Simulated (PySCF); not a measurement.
ZnI, SMILES [Zn+][I], charge +1. Heavy atoms are numbered as in [Zn+:1][I:2].

Geometry optimised at B3LYP-D3(BJ)/def2-TZVP. The multiplicity is an assumed one; other spin states were not compared. The def2 effective core potentials stand for the cores of I; spin–orbit coupling is left out.

Level of theory: PBE/def2-TZVPD (PySCF).

Mulliken values depend strongly on the basis, most of all with diffuse functions as here. ESP charges are fitted to the potential on shells at 1.4 to 2.0 van der Waals radii. Atomic charges (e), one atom of each kind:

```tsv
atom	ESP fit	Mulliken
Zn1	0.92	0.60
I2	0.08	0.40
```
